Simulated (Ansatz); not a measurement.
Input (CCSDT(Q)/def2-TZVPP; Ansatz, a quantum-chemistry and plane-wave program):

Ansatz 0.2 input:
```yaml
crystal:
  periodic: [false, false, false]
  atoms:
    - {symbol: Te, position_ang: [0.25471891, 0.08865069, -0.20027219]}
    - {symbol: C, position_ang: [-1.38025393, -0.47857330, 1.09351974]}
    - {symbol: H, position_ang: [-1.02245318, -1.15527232, 1.86365400]}
    - {symbol: H, position_ang: [-2.10754438, -0.99218006, 0.46527763]}
    - {symbol: H, position_ang: [-1.83386232, 0.40905636, 1.52410392]}
basis:
  gaussian:
    orbitals: def2-TZVPP
magnetization: {spin_polarized: true, initial_magnetization: 1}
correlation: {method: ccsdt_q, electrons: outside_noble_gas}
```

Output:

```
Functional definition: HF
integrals: 0.51 GiB planned
1771 factors; integrals over basis functions are off by at most 1.5e-7 eV
mean field: 0.56 GiB planned
mean field evaluation 1: about -8342.4307 eV, gradient 1.4e1 eV
mean field evaluation 2: about -8342.4344 eV, gradient 1.4e1 eV
mean field evaluation 4: about -8343.6243 eV, gradient 2.1e0 eV
mean field evaluation 8: about -8343.6620 eV, gradient 1.8e-3 eV
mean field evaluation 16: about -8343.6565 eV, gradient 2.0e-1 eV
mean field evaluation 32: about -8343.6620 eV, gradient 1.1e-5 eV
mean field evaluation 64: about -8343.6543 eV, gradient 1.4e-1 eV
mean field evaluation 96: about -8343.4985 eV, gradient 3.2e0 eV
mean field evaluation 128: about -8343.6450 eV, gradient 2.0e-1 eV
mean field evaluation 160: about -8339.6772 eV, gradient 2.6e-1 eV
mean field evaluation 192: about -8340.5434 eV, gradient 4.8e-2 eV
mean field evaluation 224: about -8340.5438 eV, gradient 8.2e-2 eV
mean field -8343.66195900 eV, -306.6239214562 hartree, gradient 7.3e-6 eV, S^2 0.763432; 8 other end points of the search recorded, 0 dependent functions left out
determinant -8343.66195900 eV, -306.6239214562 hartree, with singles and doubles -8352.49368410 eV, -306.9484813670 hartree
determinant -8343.64563987 eV, -306.6233217392 hartree, with singles and doubles -8352.47605582 eV, -306.9478335398 hartree
determinant -8340.54341642 eV, -306.5093171301 hartree, with singles and doubles -8349.19719332 eV, -306.8273375655 hartree
determinant -8343.66195900 eV, -306.6239214562 hartree, with singles and doubles -8352.39690026 eV, -306.9449246268 hartree
determinant -8343.64563987 eV, -306.6233217392 hartree, with singles and doubles -8352.38002645 eV, -306.9443045254 hartree
10 core orbitals not correlated
reference -8343.66195900 eV, -306.6239214562 hartree; 7, 6 occupied and 106, 107 virtual orbitals, 1771 factors
second order -7.91130717 eV of doubles, -0.00000000 eV of singles
coupled cluster: 7.70 GiB planned
cycle   1  -8.45325379 eV  change   -5.4e-1 eV  update   8.3e-2
cycle   2  -8.91020506 eV  change   -4.6e-1 eV  update   3.6e-2
cycle   3  -9.12593218 eV  change   -2.2e-1 eV  update   1.6e-2
cycle   4  -9.09771431 eV  change    2.8e-2 eV  update   4.4e-3
cycle   5  -9.09472607 eV  change    3.0e-3 eV  update   2.4e-3
cycle   6  -9.09820876 eV  change   -3.5e-3 eV  update   9.1e-4
cycle   7  -9.09795299 eV  change    2.6e-4 eV  update   5.2e-4
cycle   8  -9.09769278 eV  change    2.6e-4 eV  update   2.5e-4
cycle   9  -9.09791982 eV  change   -2.3e-4 eV  update   1.2e-4
cycle  10  -9.09779077 eV  change    1.3e-4 eV  update   5.3e-5
cycle  11  -9.09783000 eV  change   -3.9e-5 eV  update   2.5e-5
cycle  12  -9.09785213 eV  change   -2.2e-5 eV  update   1.0e-5
cycle  13  -9.09786484 eV  change   -1.3e-5 eV  update   4.8e-6
cycle  14  -9.09786849 eV  change   -3.6e-6 eV  update   1.5e-6
cycle  15  -9.09786854 eV  change   -5.7e-8 eV  update   6.7e-7
perturbative correction -0.01502240 eV, -0.0005520631 hartree
Total energy: -8352.77484995 eV, -306.9588140215 hartree
```
